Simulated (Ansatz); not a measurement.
`C=C[SiH2][S][GeH3]` + `C1=CN1` → `C=CN1C=C1` + `[SiH3][S][GeH3]`  (substitution at a C–Si bond)

Isolated molecules relaxed with PBE0-D4/def2-TZVP in Ansatz; ΔE leaves out vibrations. CCSD(T)/CBS adds triple-zeta CCSD(T) − MP2 to the extrapolated MP2 energy (def2 sets, frozen cores). DFT in def2-TZVPP. B3LYP here is the variant with VWN-RPA as its local correlation; programs differ in this. For Ge outer-core shells are correlated without core-valence functions, which leaves a few kJ/mol of doubt a bond. Scalar relativity is left out up to krypton. One conformer a species, not always the lowest.

`C=C[SiH2][S][GeH3]`:

```xyz
13

C    -0.025   -1.970    0.112
C     0.649   -1.198    0.959
Si    1.413    0.434    0.499
S     0.780    1.106   -1.423
Ge   -1.376    1.436   -0.964
H    -0.170   -1.681   -0.925
H    -0.455   -2.920    0.414
H     0.765   -1.537    1.989
H     2.893    0.327    0.417
H     1.067    1.440    1.539
H    -2.195    0.199   -1.360
H    -1.530    1.716    0.539
H    -1.816    2.647   -1.797
```

`C1=CN1`:

Z-matrix (Å, degrees):
```
C
N 1 1.502
C 1 1.269 2 65.0
H 1 1.074 2 138.0 3 -172.9
H 2 1.024 1 107.6 3 -98.5
H 3 1.074 1 156.4 2 -168.1
```

`C=CN1C=C1`:

```xyz
10

C    -1.177   -1.077   -0.062
C     0.058   -0.876   -0.501
N     0.667    0.382   -0.709
C     1.333    1.004    0.468
C     0.192    1.485    0.175
H    -1.598   -2.073   -0.015
H    -1.809   -0.253    0.254
H     0.686   -1.704   -0.819
H     2.275    0.935    0.979
H    -0.627    2.178    0.230
```

`[SiH3][S][GeH3]`:

Z-matrix (Å, degrees):
```
Si
S 1 2.131
H 1 1.483 2 106.5
H 1 1.487 2 111.1 3 119.7
H 1 1.487 2 111.1 3 -119.7
Ge 2 2.227 1 98.2 3 -179.6
H 6 1.533 2 105.6 1 179.6
H 6 1.536 2 109.6 1 60.0
H 6 1.536 2 109.7 1 -60.8
```

```tsv
level	ΔE (kcal/mol)	difference from CCSD(T)/CBS
BLYP-D4	9.5	-1.8
PBE0-D4	10.0	-1.3
r2SCANh-D4	9.7	-1.6
PBE	8.2	-3.1
PBE0	9.0	-2.3
B3LYP	8.4	-2.9
CAM-B3LYP	8.3	-3.0
LC-ωPBE	9.5	-1.8
MP2/def2-SVP	7.6	-3.7
CCSD(T)/def2-SVP	7.7	-3.6
CCSD(T)/CBS	11.3	0
```

**Question.** What do rigid-rotor, harmonic-oscillator terms from PBE0-D4/def2-TZVP frequencies (298.15 K, 1 bar) make of the CCSD(T)/CBS value? (Best estimate.)

**Answer.** Computed: ΔZPE = -1.9 kcal/mol, ΔH = +9.3 kcal/mol, ΔS = 10 J/(mol·K), ΔG = +8.6 kcal/mol. Modes under 50 cm⁻¹ make the entropy rough.

Largest T1 diagnostic among the species: 0.012.

In def2-TZVPP, CCSD(T) changes the Hartree–Fock value by +1.8 kcal/mol (the triples alone add −0.0 kcal/mol) and MP2 by +1.5 kcal/mol. Leaving LDA and LC-ωPBE aside and taking each functional with its dispersion term where it has one, the values, not all of them listed here, spread over 1.7 kcal/mol, from PBE-D4 to ωB97M-V. LDA lies −1.8 kcal/mol from PBE without D4.
